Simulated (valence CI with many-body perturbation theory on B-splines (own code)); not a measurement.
## Hf LVIII in brief

Level of theory: valence CI with perturbative core correlation (CI+MBPT): five valence electrons over a frozen Dirac-Fock core [Ne], a basis of 9 s, 9 p, 8 d, 6 f, 3 g, 1 h functions for each j, with the one-electron correlation potential Σ1 (screened to all orders), the two-electron term Σ2, the three-electron term Σ3, Breit, model QED; selected single and double excitations, second order for the rest, scaled by the run's own slope (own B-spline code, finite nucleus).

No measured spectrum was set against this ion. As an estimate, large intervals hold to a few tenths of a per cent, small ones and those within an open d or f shell to about a per cent. Among the levels kept, up to 1100 cm⁻¹ of a level comes from second order outside the variational space, and about a tenth of that is noise between levels of different J, which matters for small intervals.

Levels are named by their leading jj configuration (3d3/2^4 stands for four electrons in 3d with j = 3/2), which in mixed levels can hold well under half, so a name can repeat and another be missing.

Rates and lifetimes use the calculated energies. Strong lines usually hold to 10 to 20 %, long lifetimes can be off by a factor of two.

(1) What is the ground level?

(2) Name the longest-lived excited levels whose lifetime is computed, and their main decay.

(3) What is the ionisation energy?

(4) How well does LS coupling describe the low levels?

(5) What are the static dipole polarisabilities of the lowest levels?

(6) Among levels below 750.40 eV, which E1 lines absorb most strongly from the ground level?

(7) Where does the other parity begin?

Answers

(1) (3s^2 3p1/2^2 3p3/2) J=3/2, composition 48 % 3s2.3p3 2P° + 27 % 3s2.3p3 2D° + 25 % 3s2.3p3 4S°, g = 1.344.

(2) (3s^2 3p1/2 3p3/2 3d5/2) J=9/2 at 601.74 eV lives 236 ns, mostly by M1 to (3s^2 3p1/2 3p3/2 3d3/2) J=7/2; (3s^2 3p1/2 3p3/2^2) J=5/2 at 309.60 eV lives 13.8 ns, mostly by M1 to (3s^2 3p1/2^2 3p3/2) J=3/2; (3s^2 3p1/2 3p3/2^2) J=1/2 at 324.41 eV lives 6.45 ns, mostly by M1 to (3s^2 3p1/2^2 3p3/2) J=3/2.

(3) 5716.4 eV; NIST lists 5713 ± 6 eV (theoretical).

(4) Among the lowest 20 levels the leading LS term, summed over configurations, holds 53 % on average. For single configurations the figures are 51 % in LS and 94 % in jj coupling. Terms mix most in the J = 5/2 level at 305.57 eV, where the leading one holds 33 %.

(5) (3s^2 3p1/2^2 3p3/2) J=3/2 0.00317 (tensor 0.00024) bohr³, of which the core gives 5.06e-05.

(6) to (3s^2 3p1/2 3p3/2 3d3/2) J=3/2 at 2.183 nm, f = 0.343; to (3s^2 3p1/2 3p3/2 3d3/2) J=5/2 at 2.222 nm, f = 0.287; to (3s^2 3p1/2 3p3/2 3d3/2) J=1/2 at 2.185 nm, f = 0.121.

(7) At (3s^2 3p1/2^2 3d3/2) J=3/2, 221.66 eV.
